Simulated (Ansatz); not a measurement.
Start from `C=CC(C)S` and change one atom or group to get `CC(S)BO`.

Ansatz, PBE0-D4/def2-TZVP geometries, multiplicity 1. Each molecule was computed in one conformer, which needn't be the lowest.

```json
{"property": "HOMO energy (ωB97M-V/def2-TZVPP) / eV", "`C=CC(C)S`": "-9.02"}
{"property": "HOMO–LUMO gap (ωB97M-V/def2-TZVPP) / eV", "`C=CC(C)S`": "11.05"}
{"property": "size of the dipole moment (B3LYP/def2-TZVPP) / D", "`C=CC(C)S`": "1.29"}
{"property": "LUMO energy (PBE/def2-TZVPP) / eV", "`C=CC(C)S`": "-1.07"}
{"property": "HOMO energy (B3LYP/def2-TZVPP) / eV", "`C=CC(C)S`": "-6.56"}
{"property": "LUMO energy (B3LYP/def2-TZVPP) / eV", "`C=CC(C)S`": "-0.28"}
```

(1) Give the same properties after the change, and the shifts. (Best estimate.)

## Answers

(1) The calculation gave: 
```tsv
property	`CC(S)BO`	shift
HOMO energy (ωB97M-V/def2-TZVPP) / eV	-9.09	-0.07
HOMO–LUMO gap (ωB97M-V/def2-TZVPP) / eV	10.71	-0.34
size of the dipole moment (B3LYP/def2-TZVPP) / D	1.86	0.57
LUMO energy (PBE/def2-TZVPP) / eV	-1.19	-0.12
HOMO energy (B3LYP/def2-TZVPP) / eV	-6.65	-0.09
LUMO energy (B3LYP/def2-TZVPP) / eV	-0.46	-0.18
```

With PBE0 the HOMO falls by 0.07 eV and the LUMO falls by 0.17 eV, so the gap narrows by about 0.10 eV. PBE moves the HOMO by -0.06 eV and ωB97M-V by -0.07 eV. Dipoles are sizes alone; their direction can turn.

B3LYP here is the variant with VWN-RPA as its local correlation; programs differ in this.
